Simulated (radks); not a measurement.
Values are calculated unless marked as measured or tabulated.
Neutral neodymium, configuration [Xe] 4f4 6s2 (the NIST ground configuration). Code: a radial shooting solver on a logarithmic mesh with Libxc functionals. Model: Dirac Kohn-Sham, PBE, spin-unpolarised, spherical densities, finite nucleus; open shells fill j = l - 1/2 first; Fermi nuclear charge, rms radius 4.9123 fm.

X-ray form factor f0, the Fourier transform of the density (f0(0) = 60):

sin(theta)/lambda (1/angstrom)  f0 (electrons)
0.05                                    58.534
0.1                                     55.384
0.15                                    51.972
0.2                                     48.583
0.25                                    45.273
0.3                                     42.162
0.4                                     36.820
0.5                                     32.531
0.6                                     28.960
0.8                                     23.356
1                                       19.535
1.25                                    16.498
1.5                                     14.292
2                                       10.473
